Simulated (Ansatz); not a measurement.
**Worked example: SiH2(CH3)2 + CH4BO2 → SiH(CH3)2 + CH5BO2**

Species: SiH2(CH3)2 (dimethylsilane), singlet; CH4BO2 `CO[B]O`, doublet; SiH(CH3)2, doublet; CH5BO2 `COBO`, singlet. A radical takes H: the energy is the difference in strength between the Si–H bond broken and the B–H bond made.

Shapes, held fixed at every level: PBE0-D4/def2-TZVP. Flexible molecules stand in one conformer, not always the lowest. Programs: Ansatz 0.2.0. Electronic energies: no zero-point or thermal term.

At CCSD(T)/CBS estimate; 1 Eh = 2625.50 kJ/mol:

```
   species  energy (Eh)
SiH2(CH3)2  -370.015948
    CH4BO2  -215.611149
 SiH(CH3)2  -369.358388
    CH5BO2  -216.292551
```

Q: Work out ΔE of the reaction at this level.

A: 
1. Products less reactants: (-369.358388) + (-216.292551) − [(-370.015948) + (-215.611149)] = -0.023842 Eh = -62.6 kJ/mol.

Other levels give -64.1 (PBE-D4/def2-TZVPP) to -52.3 kJ/mol (HF/def2-TZVPP). No measured value is set beside it here. Open shells run unrestricted. The CBS estimate extrapolates MP2 from def2-TZVPP and def2-QZVPP and adds CCSD(T) − MP2 in the triple-zeta set, cores frozen.
